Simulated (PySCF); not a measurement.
## Worked example: oscillator strength and radiative lifetime

Ga(Me)(NH2) (CH5GaN), SMILES [CH3][Ga+][NH2], charge +1.

Geometry: ωB97X-D3(BJ)/def2-SVP. The spin state was assumed, not searched. The isomer is the one that the SMILES or the coordinates give; other isomers of the formula were not compared. The values are those of a single conformer.

TDDFT-PBE/def2-SVPD in PySCF puts the first singlet state with f over 0.02 at 5.10 eV (vertical), with the transition dipole (0.401, 0.129, 0.088) in atomic units.

### Question
Find the oscillator strength, the wavelength and the radiative lifetime that this transition would have in vacuum if emission retraced absorption.

### Answer

|μ|² = 0.1852 au, so |μ| = 1.09 D. ΔE = 5.10/27.211 = 0.1874 hartree. f = (2/3) ΔE |μ|² = 0.023 (the program prints 0.023).
λ = 1239.84/5.10 = 243 nm; ν = 41134 cm⁻¹.
Einstein's coefficient A = 0.6670 ν² f s⁻¹ (ν in cm⁻¹) = 2.6e7 s⁻¹, so τ = 1/A = 38 ns. This state is S2; the lower singlet has f = 0.000. The figure is the radiative limit of this one transition; relaxation, internal conversion, crossing to triplets and a medium change what is measured.
